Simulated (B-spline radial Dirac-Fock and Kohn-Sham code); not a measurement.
Pr: computed levels beside tabulated edges

Model: Dirac-Fock (average of configuration) total-energy differences with a finite nucleus, the Breit interaction including its frequency dependence, and self-energy and vacuum-polarisation corrections. Program: a radial B-spline solver. Electron correlation is not included.

Two models are given for [Xe] 4f3 6s2. In the first the electron is removed to infinity. In the second it is placed in the 5d shell, so that the atom stays neutral; this mimics a hole screened by valence charge, or the onset of absorption below the ionisation limit. The tabulated edges (Elam, Ravel and Sieber, Radiat. Phys. Chem. 63, 121 (2002)) refer to the element in its standard state, with the Fermi level as zero for a metal.

| level | ionised (eV) | screened (eV) | tabulated (eV) |
| --- | --- | --- | --- |
| K | 41990.9 | 41985.3 | 41991.0 |
| L1 | 6843.1 | 6837.4 | 6835.0 |
| L2 | 6443.4 | 6437.7 | 6440.0 |
| L3 | 5967.1 | 5961.3 | 5964.0 |
| M1 | 1511.6 | 1505.9 | 1511.0 |
| M2 | 1342.1 | 1336.4 | 1337.0 |
| M3 | 1245.9 | 1240.3 | 1242.0 |
| M4 | 953.6 | 947.9 | 948.3 |
| M5 | 933.5 | 927.8 | 928.8 |
| N1 | 315.8 | 310.1 | 304.5 |
| N2 | 250.7 | 245.0 | 236.3 |
| N3 | 230.1 | 224.4 | 217.6 |
| N4 | 121.6 | 116.0 | 115.1 |
| N5 | 118.1 | 112.4 | 115.1 |
| O1 | 46.76 | 41.20 | 37.40 |
| O2 | 27.18 | 21.96 | 22.30 |

Q: Which of the two models lies closer to the table on average?

A: The screened model lies closer: the mean absolute deviations are 6.0 eV (ionised) and 3.2 eV (screened). Screening lowers the levels by 5.6 eV on average.
